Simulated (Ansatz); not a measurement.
Computed with Ansatz on PBE0-D4/def2-TZVP structures; ΔE is electronic, products minus reactants. CBS: MP2 limit from def2 TZ/QZ plus the TZ coupled-cluster correction, frozen cores. DFT in def2-TZVPP. B3LYP here is the variant with VWN-RPA as its local correlation; programs differ in this. One conformer a species, not always the lowest.

Reaction (formal exchange of groups at the Si–F bond): `F[SiH2]OP` + `CC1CCC1` → `C[SiH2]OP` + `FC1CCC1`

(1) Is it downhill or uphill in electronic energy at CCSD(T)/CBS, and by how much? (An estimate is asked.)

(2) What do these levels give: PBE-D4, r2SCAN-D4, B3LYP-D4, ωB97M-V, B2PLYP, B3LYP, HF/def2-TZVPP, CCSD/def2-TZVPP, MP2/def2-QZVPP, SCS-MP2/def2-QZVPP, HF/CBS(def2), CCSD/CBS(def2)? (An estimate is asked.)

Largest T1 diagnostic among the species: 0.013.

Results:

(1) Computed: Uphill: ΔE = +172.7 kJ/mol.

(2) Ansatz gave: PBE-D4 150.2, r2SCAN-D4 158.8, B3LYP-D4 162.0, ωB97M-V 162.5, B2PLYP 167.9, B3LYP 160.1, HF/def2-TZVPP 170.5, CCSD/def2-TZVPP 172.1, MP2/def2-QZVPP 182.3, SCS-MP2/def2-QZVPP 180.2, HF/CBS(def2) 173.0, CCSD/CBS(def2) 173.9 kJ/mol.

From PBE to PBE0 (25 % exact exchange), in def2-TZVPP and without D4, ΔE moves by +6.0 kJ/mol.
